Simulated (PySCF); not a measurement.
C₂H₆BFO₂, SMILES O(C)B(CF)O.

Coordinates come from a PBE-D3(BJ)/def2-SVP optimisation. This is a generated structure with no PubChem entry under its InChIKey; it may be hypothetical. One conformer was computed; it need not be the lowest.

Two levels are set side by side: PBE/def2-TZVP (PySCF) and M06-2X/def2-TZVP (PySCF). Same geometry, gas phase. Differences are taken from unrounded values.

```
quantity                     M06-2X    PBE  PBE minus M06-2X
---------------------------  ------  -----  ----------------
orbital gap (eV)              11.50   7.07             -4.43
highest occupied level (eV)  -10.24  -7.08              3.17
lowest empty level (eV)        1.26  -0.01             -1.27
dipole moment (D)              1.02   0.91             -0.10
mean polarisability (bohr³)    45.6   48.8               3.1
```

PBE's occupied levels lie high since its potential decays too fast outside the molecule; exact exchange lowers them and widens the gap. Loosely held outer electrons make PBE densities more polarisable. Differences between two approximate levels are no errors against the true value.

Rough cost on one machine, each run with all the roots and properties that it gave: M06-2X against PBE about 3 times.
